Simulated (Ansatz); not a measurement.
A run for Ansatz (a quantum-chemistry and plane-wave program): R-SVWN5/def2-TZVPP on CH5FGe (SMILES [CH3][GeH2][F]), a point of a torsion scan.

Ansatz 0.2 input:
```yaml
crystal:
  periodic: [false, false, false]
  atoms:
    - {symbol: C, position_ang: [1.06508018, 0.08310074, -0.06512318]}
    - {symbol: Ge, position_ang: [-0.89200265, 0.00655896, 0.07256461]}
    - {symbol: F, position_ang: [-1.26265477, -1.68170490, 0.35274380]}
    - {symbol: H, position_ang: [1.40028413, -0.54113231, -0.89049904]}
    - {symbol: H, position_ang: [1.51267412, -0.29225779, 0.85249188]}
    - {symbol: H, position_ang: [1.41262724, 1.09801641, -0.23250435]}
    - {symbol: H, position_ang: [-1.51423415, 0.66044571, 1.27594611]}
    - {symbol: H, position_ang: [-1.67307611, 0.28796110, -1.18182366]}
basis:
  gaussian:
    orbitals: def2-TZVPP
hamiltonian:
  xc: {name: SVWN5}
scf: {lower_state_search: off}
```

It printed:

```
WARN ansatz: RAYON_NUM_THREADS=2 ignored (pool sized by the plan → 2); use --threads N
Functional definition: SVWN5
these checks for a lower state are left out or cut short: stability, starts, cluster_reference, orbital_swaps, neighbouring_geometries, increment
integrals: 0.08 GiB planned
989 factors; their error is unknown
mean field: 0.63 GiB planned
mean field evaluation 1: about -60231.8792 eV, gradient 7.6e1 eV
mean field evaluation 2: about -60209.2753 eV, gradient 1.3e2 eV
mean field evaluation 4: about -60242.1850 eV, gradient 1.4e1 eV
mean field evaluation 8: about -60242.5236 eV, gradient 3.2e-1 eV
mean field evaluation 16: about -60242.5048 eV, gradient 1.1e-4 eV
mean field -60242.50484770 eV, -2213.8712193166 hartree, gradient 2.2e-6 eV, S^2 0.000000; 0 other end points of the search recorded, 0 dependent functions left out
reference -60242.50488073 eV, -2213.8712205305 hartree; 26, 26 occupied and 154, 154 virtual orbitals, 989 factors
Total energy: -60242.50488073 eV, -2213.8712205305 hartree
Checks for a lower state left out: stability, starts, cluster_reference, orbital_swaps, neighbouring_geometries, increment
```

Self-consistency was reached.

Cost: about 1.7 core-seconds (a rough figure).
